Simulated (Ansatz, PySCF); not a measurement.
Species: SeCl, net charge 0, doublet state. SMILES: [Se]Cl
Geometry: optimised at B3LYP-D3(BJ)/def2-TZVP (Ansatz, a first-principles code).

Property: vertical ionisation energy (to the triplet state of charge +1; each state is the SCF solution reached for its spin), in eV. Valence correlation only, unless marked. Open shells are spin-unrestricted. No spin-orbit coupling. The frozen core is the preceding noble-gas configuration, with the filled d and f shells of earlier blocks. Non-relativistic. Basis-set limits of correlation are two-point, X^-3; Hartree-Fock from the larger set.

| level | program | vertical ionisation energy (eV) | minus last row |
|---|---|---|---|
| PBE/def2-TZVPD | Ansatz | 9.18 | -0.27 |
| r2SCAN/def2-TZVPD | Ansatz | 9.28 | -0.17 |
| PBE0/def2-TZVPD | Ansatz | 9.35 | -0.10 |
| CCSD/CBS(def2-TZVPPD,def2-QZVPPD) | Ansatz | 9.45 | 0.00 |
| CCSD(T)/def2-SVPD | Ansatz | 9.08 | -0.37 |
| CCSD(T)/def2-TZVPPD | Ansatz | 9.23 | -0.22 |
| CCSD(T)/CBS(def2-TZVPPD,def2-QZVPPD) | Ansatz | 9.45 | 0.00 |

For comparison, minus the highest occupied orbital energy (PySCF): 5.81 eV at TPSS/def2-TZVPD, 5.74 eV at M06-L/def2-TZVPD, 6.96 eV at PW6B95/def2-TZVPD.
